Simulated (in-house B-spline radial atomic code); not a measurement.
Spin-orbit splittings of orbital energies (j = l + 1/2 less j = l - 1/2) and ratios of mean radii (lower j over upper j) along the 22-electron series, configuration [Ar] 3d4. Computed with a B-spline radial code for spherical atoms: Dirac-Hartree-Fock, average of the configuration, finite nuclei.

| ion | Z | splitting of 3d (eV) | radius ratio of 3d | splitting of 2p (eV) | radius ratio of 2p | splitting of 3p (eV) | radius ratio of 3p |
| --- | --- | --- | --- | --- | --- | --- | --- |
| Cu7+ | 29 | 0.44097 | 0.99673 | 20.741 | 0.98443 | 3.1675 | 0.98948 |
| Zn8+ | 30 | ? | ? | ? | ? | ? | ? |
| Ga9+ | 31 | 0.6991 | 0.99637 | 27.97 | 0.9822 | 4.5407 | 0.98836 |
| Ge10+ | 32 | ? | ? | ? | ? | ? | ? |
| As11+ | 33 | 1.0494 | 0.99594 | 36.983 | 0.97981 | 6.3237 | 0.98711 |
| Se12+ | 34 | 1.2651 | 0.99571 | 42.248 | 0.97856 | 7.3919 | 0.98644 |
| Br13+ | 35 | 1.5111 | 0.99546 | 48.069 | 0.97727 | 8.5912 | 0.98574 |
| Kr14+ | 36 | 1.7902 | 0.9952 | 54.487 | 0.97594 | 9.9321 | 0.98502 |
| Rb15+ | 37 | ? | ? | ? | ? | ? | ? |
| Sr16+ | 38 | 2.4587 | 0.99464 | 69.283 | 0.97315 | 13.084 | 0.9835 |
| Zr18+ | 40 | 3.2944 | 0.99404 | 86.993 | 0.9702 | 16.942 | 0.98186 |
| Nb19+ | 41 | 3.7827 | 0.99372 | 97.061 | 0.96866 | 19.168 | 0.98101 |
| Mo20+ | 42 | 4.3225 | 0.99339 | 108.01 | 0.96708 | 21.61 | 0.98013 |
| Tc21+ | 43 | 4.9173 | 0.99306 | 119.88 | 0.96545 | 24.283 | 0.97922 |

Question: Fill in the row of Zn8+.

Answer: splitting of 3d (eV): 0.55964; radius ratio of 3d: 0.99656; splitting of 2p (eV): 24.149; radius ratio of 2p: 0.98333; splitting of 3p (eV): 3.8073; radius ratio of 3p: 0.98894.

Question: Fill in the row of Ge10+.

Answer: splitting of 3d (eV): 0.86159; radius ratio of 3d: 0.99617; splitting of 2p (eV): 32.236; radius ratio of 2p: 0.98102; splitting of 3p (eV): 5.3765; radius ratio of 3p: 0.98775.

Question: Fill in the row of Rb15+.

Answer: splitting of 3d (eV): 2.1051; radius ratio of 3d: 0.99492; splitting of 2p (eV): 61.544; radius ratio of 2p: 0.97456; splitting of 3p (eV): 11.426; radius ratio of 3p: 0.98427.

Question: With what power of Z does the column «splitting of 2p (eV)» change over this range?

Answer: A fit of the logarithm of its size against log Z from Z = 29 to 43 has slope 4.45. An unscreened hydrogenic electron would give 4 at low Z; screening makes the apparent power larger near the neutral end, and relativity raises it again at high Z.
